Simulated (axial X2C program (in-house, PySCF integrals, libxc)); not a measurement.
## Spin–orbit effects along a row: molecules with Ge, PBE0

Computed with an in-house all-electron X2C program for linear molecules (integrals from PySCF), spin-free (one-electron X2C) or two-component (2c: spin–orbit coupling with atomic mean-field Coulomb and Gaunt terms, which also bring small scalar terms), in Dyall basis sets with cores contracted in-house; open shells are unrestricted.

Basis sets: B dyall-v3z, Be dyall-cv3z, C dyall-v3z, F dyall-av3z, Ge dyall-cv3z, Li dyall-cv3z, O dyall-av3z.

```
molecule   spin-free state  Re (Å)  ωe (cm⁻¹)  De (eV)  2c state  Re 2c (Å)  ωe 2c (cm⁻¹)  De 2c (eV)
    LiGe  M_S = 3/2, Λ = 0   2.396      403.8     1.68   Ω = 3/2      2.396         403.3         n/a
    BeGe    M_S = 1, Λ = 0   2.160      509.3     1.51     Ω = 1      2.161         507.9         n/a
     GeB  M_S = 3/2, Λ = 0   1.973      649.5     3.24   Ω = 3/2      1.973         648.7         n/a
     GeC    M_S = 1, Λ = 1   1.791      818.0     3.78     Ω = 2      1.792         812.2         n/a
     GeO    M_S = 0, Λ = 0   1.616     1026.3     6.59     Ω = 0      1.616        1025.7         n/a
     GeF  M_S = 1/2, Λ = 1   1.753      657.7     5.17   Ω = 1/2      1.754         656.4         n/a
```

Each entry is the lowest single determinant of a limited PBE0 search at one distance. De goes to single-determinant-based atoms at the same level (for ions the charge split of lowest energy) and is withheld (n/a) where an atom does not fit its ground term or J level. Main or longest-lived isotopes. One determinant is a doubtful description, or other states lie close, for LiGe, BeGe, GeB, GeC; these need not be ground states, and all values refer to the states named. Some open-shell Ω = 0 determinants are out of reach, so the Ω given for BeGe, GeC need not be the lowest component. With several unpaired electrons the Ω given is that of one determinant, not necessarily of the lowest component. The functionals have no current term, which raises determinants with orbital currents.
